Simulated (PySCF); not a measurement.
## Bond length, frequency and bond energy of AlBr by level of theory

State: ¹Σ⁺ (singlet), closed shell. Set-up: basis Al def2-TZVPPD, Br def2-TZVPPD; no relativity; PySCF 2.14. De refers to Al + Br in their high-spin ground configurations, without counterpoise correction. A positive dipole means Al(−)Br(+).

| Level | Re (Å) | ωe (cm⁻¹) | De (eV) | μ (D) | CPU s a point (SCF and correlation, without the integrals) |
| --- | --- | --- | --- | --- | --- |
| RHF | 2.331 | 367 | 3.52 | -1.90 | 0.95 |
| RHF-MP2 | 2.312 | 379 | 4.75 | n/a | 1.6 |
| RHF-SCS-MP2 | 2.317 | 376 | 4.61 | n/a | n/a |
| RHF-CCSD | 2.316 | 378 | 4.45 | n/a | n/a |
| RHF-CCSD(T) | 2.317 | 378 | 4.56 | n/a | 31 |
| PBE | 2.337 | 358 | 4.69 | -1.73 | 1.7 |
| revPBE | 2.347 | 353 | 4.50 | -1.74 | 1.2 |
| PW91 | 2.335 | 358 | 4.72 | -1.75 | 1.2 |
| r²SCAN | 2.317 | 371 | 4.68 | -1.53 | 2.1 |
| r²SCANh | 2.314 | 373 | 4.64 | -1.57 | 3.1 |
| PBE0 | 2.319 | 370 | 4.61 | -1.72 | 5.4 |
| MN15 | 2.311 | 367 | 4.77 | -1.87 | 3.1 |
| BHandHLYP | 2.320 | 368 | 4.42 | -1.94 | 2.2 |
| CAM-B3LYP | 2.317 | 367 | 4.52 | -1.90 | 5.6 |

Task: Which functional lies closest to RHF-CCSD(T) in De, which farthest, and by how much do they differ from it?

Result: Closest is CAM-B3LYP (+0.0 pm in Re, -2.9 % in ωe, -0.04 eV in De against RHF-CCSD(T) in the same basis), farthest MN15 (-0.6 pm in Re, -2.9 % in ωe, +0.21 eV in De). CCSD(T) converges more slowly with the basis than the functionals do and binds too weakly in this one, so the order can change at the basis-set limit.

Task: What does a quarter of exact exchange do here, going from PBE to PBE0?

Result: PBE0 less PBE: -1.8 pm in Re, +3.4 % in ωe, -0.08 eV in De. Exact exchange removes part of the self-interaction that spreads semilocal densities, and in most molecules shortens and stiffens the bond and lowers De; so it does here.

Task: What does the step from GGA to meta-GGA do here, going from PBE to r²SCAN?

Result: r²SCAN less PBE: -2.0 pm in Re, +3.6 % in ωe, -0.01 eV in De. 

Correlated steps freeze 14 core orbitals. Where the molecule has an RHF reference, its open-shell atoms are computed with UHF.

The whole job (state search and all levels along the bond) took about 6 min on 2 threads of Intel Xeon Platinum 8488C (shared host), peak memory 3.1 GiB.
